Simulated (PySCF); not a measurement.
# Orbital picture of KS⁺

PBE0 at R = 3.393 Å; basis K def2-SVP, S def2-SVP; no relativity; PySCF 2.14. State: ³Σ⁻ (triplet), unpaired electrons π ↑↑. Only the outer orbitals are listed, counted within each symmetry.

```json
{"spin": "α", "orbital": "7σ", "occ.": "1", "ε (eV)": "-44.27", "on K (%)": "100", "main shells (%)": "100 K s"}
{"spin": "α", "orbital": "3π", "occ.": "1", "ε (eV)": "-26.68", "on K (%)": "100", "main shells (%)": "100 K p"}
{"spin": "α", "orbital": "3π", "occ.": "1", "ε (eV)": "-26.68", "on K (%)": "100", "main shells (%)": "100 K p"}
{"spin": "α", "orbital": "8σ", "occ.": "1", "ε (eV)": "-26.65", "on K (%)": "99", "main shells (%)": "99 K p"}
{"spin": "α", "orbital": "9σ", "occ.": "1", "ε (eV)": "-24.64", "on K (%)": "1", "main shells (%)": "99 S s"}
{"spin": "α", "orbital": "4π", "occ.": "1", "ε (eV)": "-13.79", "on K (%)": "1", "main shells (%)": "99 S p"}
{"spin": "α", "orbital": "4π", "occ.": "1", "ε (eV)": "-13.79", "on K (%)": "1", "main shells (%)": "99 S p"}
{"spin": "α", "orbital": "10σ", "occ.": "1", "ε (eV)": "-12.63", "on K (%)": "4", "main shells (%)": "96 S p"}
{"spin": "α", "orbital": "11σ", "occ.": "0", "ε (eV)": "-5.12", "on K (%)": "99", "main shells (%)": "99 K s"}
{"spin": "α", "orbital": "5π", "occ.": "0", "ε (eV)": "-3.27", "on K (%)": "100", "main shells (%)": "99 K p"}
{"spin": "α", "orbital": "5π", "occ.": "0", "ε (eV)": "-3.27", "on K (%)": "100", "main shells (%)": "99 K p"}
{"spin": "β", "orbital": "7σ", "occ.": "1", "ε (eV)": "-44.27", "on K (%)": "100", "main shells (%)": "100 K s"}
{"spin": "β", "orbital": "3π", "occ.": "1", "ε (eV)": "-26.68", "on K (%)": "100", "main shells (%)": "100 K p"}
{"spin": "β", "orbital": "3π", "occ.": "1", "ε (eV)": "-26.68", "on K (%)": "100", "main shells (%)": "100 K p"}
{"spin": "β", "orbital": "8σ", "occ.": "1", "ε (eV)": "-26.65", "on K (%)": "100", "main shells (%)": "100 K p"}
{"spin": "β", "orbital": "9σ", "occ.": "1", "ε (eV)": "-21.71", "on K (%)": "1", "main shells (%)": "99 S s"}
{"spin": "β", "orbital": "10σ", "occ.": "1", "ε (eV)": "-11.82", "on K (%)": "5", "main shells (%)": "94 S p"}
{"spin": "β", "orbital": "4π", "occ.": "0", "ε (eV)": "-8.56", "on K (%)": "3", "main shells (%)": "98 S p"}
{"spin": "β", "orbital": "4π", "occ.": "0", "ε (eV)": "-8.56", "on K (%)": "3", "main shells (%)": "98 S p"}
{"spin": "β", "orbital": "11σ", "occ.": "0", "ε (eV)": "-5.06", "on K (%)": "99", "main shells (%)": "98 K s"}
```

**Question.** Which are the highest filled and the lowest empty level, where do they sit, and how wide is the gap?

**Answer.** Highest filled β 10σ at -11.82 eV (in %: 94 S p); lowest empty β 4π at -8.56 eV (in %: 98 S p); the gap at PBE0 is 3.26 eV.

| Property | Result |
| --- | --- |
| bond order (Mayer) | 0.22 |
| ⟨S²⟩ | 2.004 |
| charge on K (Mulliken, basis-dependent) | 0.89 |
| charge on K (Löwdin, basis-dependent) | 0.76 |
| dipole moment (positive dipole points towards S; it is taken about the centre of mass and depends on that origin) | -6.13 D |
| polarisability along the bond | 23.4 bohr³ |
| polarisability across the bond | 15.2 bohr³ |

The state was picked by a PBE0 search and need not be the measured ground state.
